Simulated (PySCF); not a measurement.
Computed with PBE-D3(BJ)/def2-TZVP // CAM-B3LYP-D3(BJ)/def2-TZVP in PySCF. Gas-phase values, no solvent. One relaxed conformer stands for a flexible species; it need not be the lowest. 

Reference species (SMILES): `[Al]([OH])([OH])[OH]` (neutral, multiplicity 1).

| Property | Value |
|---|---|
| LUMO | -1.26 eV |
| HOMO–LUMO gap | 6.02 eV |

Changed species: `[OH][AlH][OH]` (H–O–Al–O torsion 0°, O–Al–O–H torsion 0°) (1 of 3 OH replaced by H; the reference has 0 of 3 OH replaced by H).

**Question.** Predict the effect on the LUMO and HOMO–LUMO gap.

**Answer.** the LUMO increases by 0.36 eV, to -0.90 eV; the HOMO–LUMO gap rises by 0.44 eV, to 6.46 eV.
